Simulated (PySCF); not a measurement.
**anthracene (C14H10): Computed beside measured shifts**

System: anthracene (C14H10), SMILES c1ccc2cc3ccccc3cc2c1.

Atom-mapped SMILES (hydrogens are numbered by the atom that bears them): [cH:1]1[cH:2][cH:3][c:4]2[cH:5][c:6]3[cH:7][cH:8][cH:9][cH:10][c:11]3[cH:12][c:13]2[cH:14]1

Computed with GIAO KT3/pcSseg-1, gas phase, PySCF SCF with an in-house response code, fitting set def2-universal-JFIT, grid level 2, non-relativistic, geometry: GFN2-xTB.

One optimised conformer. Values are averaged over the atoms that symmetry or fast rotation interchanges, on this one geometry and without vibrational averaging. Shifts are the reference shielding less the shielding here, at the same level (13C, 1H against isolated TMS); nuclei without a reference have shieldings only.

What shifts does this level give for H on 3/7/10/14, H on 1/2/8/9, H on 5/12, C4/6/11/13, C3/7/10/14, C1/2/8/9, C5/12, H on 3/7/10/14, H on 1/2/8/9, H on 5/12, C4/6/11/13, C3/7/10/14, C1/2/8/9, C5/12, and how do they compare with measurement?


```csv
atom,nucleus,computed / ppm,measured / ppm,computed less measured,measured against,medium of the measurement
H on 3/7/10/14,1H,8.03,8.01,0.02,TMS,CDCl3
H on 1/2/8/9,1H,7.58,7.46,0.12,TMS,CDCl3
H on 5/12,1H,8.35,8.43,-0.08,TMS,CDCl3
C4/6/11/13,13C,123.4,131.7,-8.3,TMS,CDCl3
C3/7/10/14,13C,122.7,128.2,-5.5,TMS,CDCl3
C1/2/8/9,13C,119.5,125.3,-5.8,TMS,CDCl3
C5/12,13C,121.0,126.2,-5.2,TMS,CDCl3
H on 3/7/10/14,1H,8.03,7.92,0.11,TMS,CCl4
H on 1/2/8/9,1H,7.58,7.38,0.20,TMS,CCl4
H on 5/12,1H,8.35,8.34,0.01,TMS,CCl4
C4/6/11/13,13C,123.4,131.5,-8.1,TMS,CCl4
C3/7/10/14,13C,122.7,127.9,-5.2,TMS,CCl4
C1/2/8/9,13C,119.5,124.8,-5.3,TMS,CCl4
C5/12,13C,121.0,125.9,-4.9,TMS,CCl4
```

Measured values: Stadelmann, Balmer, Riniker, Ebert, PCCP 2022.
